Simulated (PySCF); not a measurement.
GaI₃, SMILES [I][Ga]([I])[I]. Coordinates come from a PBE-D3(BJ)/def2-SVP optimisation. The isomer is the one that the SMILES or the coordinates give; other isomers of the formula were not compared. The def2 effective core potentials stand for the cores of I; spin–orbit coupling is left out.

Computed equilibrium geometry at PBE-D3(BJ)/def2-SVP (PySCF confirms it by a frequency run) as a Z-matrix, and its point group:
point group D3h.
```
Ga
I 1 2.4957
I 1 2.4957 2 120.00
I 1 2.4957 2 120.00 3 180.00
```
Charge 0, spin multiplicity 1.
